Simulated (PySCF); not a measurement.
Computed IR spectrum (relative IR intensity) of a molecule C3H8Si2. Geometry optimised at PBE-D3(BJ)/def2-SVP. Other conformers were not sampled. Computed with PBE-D3(BJ)/def2-SVP (PySCF). Frequencies are harmonic and unscaled.

ν (cm⁻¹): 342 (w), 423 (vw), 570 (w), 609 (w), 628 (m), 661 (m), 684 (m), 742 (s), 801 (m), 886 (s), 890 (m), 897 (s), 904 (m), 1033 (vw), 1069 (vw), 1348 (w), 1372 (vw), 2136 (s), 2146 (vs), 2161 (m), 2168 (vs), 2958 (w), 3037 (w), 3045 (w), 3145 (vw) (against the strongest line: vs over 80 %, s over 45 %, m over 15 %, w over 4 %, vw less)

Question: Which structure fits?
A. C=C1C[SiH2][SiH2]1
B. C[SiH2]C#C[SiH3]
C. [SiH3]C#CC[SiH3]
D. [SiH3]C1=C[SiH2]C1

Answer: A, C=C1C[SiH2][SiH2]1
